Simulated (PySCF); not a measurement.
C6H8FOS (doublet state).
Numbering: `[CH2:1]=[CH:2][C:3]1[CH2:4][C@@H:5]([F:6])[S@:7](=[O:8])[CH2:9]1` (hydrogens: H10, H11 on C1; H12 on C2; H13, H14 on C4; H15 on C5; H16, H17 on C9)

Structure used (GFN2-xTB), in Å, numbered top down from 1:
```
atom  x, y, z in Å
C1     2.630   -0.048   -0.167
C2     1.550   -0.839    0.089
C3     0.224   -0.430    0.078
C4    -0.211    0.997   -0.087
C5    -1.656    1.119    0.370
F6    -2.529    0.997   -0.683
S7    -2.000   -0.327    1.524
O8    -1.235   -0.040    2.731
C9    -0.901   -1.326    0.384
H10    2.533    0.998   -0.391
H11    3.626   -0.452   -0.152
H12    1.726   -1.888    0.295
H13   -0.132    1.323   -1.130
H14    0.421    1.651    0.518
H15   -1.890    2.056    0.881
H16   -1.551   -1.516   -0.473
H17   -0.611   -2.263    0.851
```

The hyperfine couplings belong to this conformer and change with its torsions.

Computed, not measured: PySCF 2.14.0, UKS B3LYP, pcH-1 on C F H O S, non-relativistic, mean-field spin-orbit, GIAO. Isolated species at its GFN2-xTB geometry (one conformer only). The geometry wasn't refined by DFT: couplings that depend on bond lengths, twists or pyramidal angles can differ widely from those at the functional's own minimum. No stability test was run, so a lower SCF solution isn't excluded. ⟨S²⟩ is 0.775 where a pure state has 0.75.

Mulliken spin populations: C1 +0.624, C2 -0.255, C3 +0.641, C4 -0.049, C5 +0.003, F6 0.000, S7 +0.039, O8 +0.013, C9 -0.065, H10 -0.026, H11 -0.028, H12 +0.009, H13 +0.026, H14 +0.023, H15 -0.001, H16 +0.042, H17 +0.005. Main spin sites, with 60 % or more of the largest population: C1, C3; positions count bonds from the nearest.

Q: Give the computed dipolar 1H tensors of H13, H14, H15, H16, H17.

A: 
| atom | position | distance from C3 (Å) | T1 (MHz) | T2 | T3 |
| --- | --- | --- | --- | --- | --- |
| H13 | 2 bonds from C3 | 2.16 | -3.42 | -2.03 | 5.45 |
| H14 | 2 bonds from C3 | 2.14 | -3.84 | -1.46 | 5.31 |
| H15 | 3 bonds from C3 | 3.36 | -1.37 | -0.82 | 2.19 |
| H16 | 2 bonds from C3 | 2.15 | -3.38 | -2.42 | 5.80 |
| H17 | 2 bonds from C3 | 2.16 | -3.17 | -2.32 | 5.49 |

Q: Estimate them with point dipoles: put each population ρk at its nucleus, leave out the nucleus itself and the atom bound to it, and sum T = Σ [ρk/(2S)]·C·(3 n nᵀ − 1)/r³ with C = μ0 gₑ μB g_N μN/(4π h) = 79.06 MHz Å³.

A: 
```csv
atom,T1 (MHz),T2,T3,"T3, computed",difference in T3 (%)
H13,-5.25,-4.05,9.29,5.45,+71
H14,-5.67,-3.32,8.99,5.31,+69
H15,-1.40,-0.94,2.34,2.19,+6
H16,-5.24,-4.55,9.80,5.80,+69
H17,-5.10,-4.20,9.29,5.49,+69
```

In T3 the estimate is closest for H15 (+6 %, 3.36 Å from C3) and worst for H13 (+71 %, 2.16 Å).
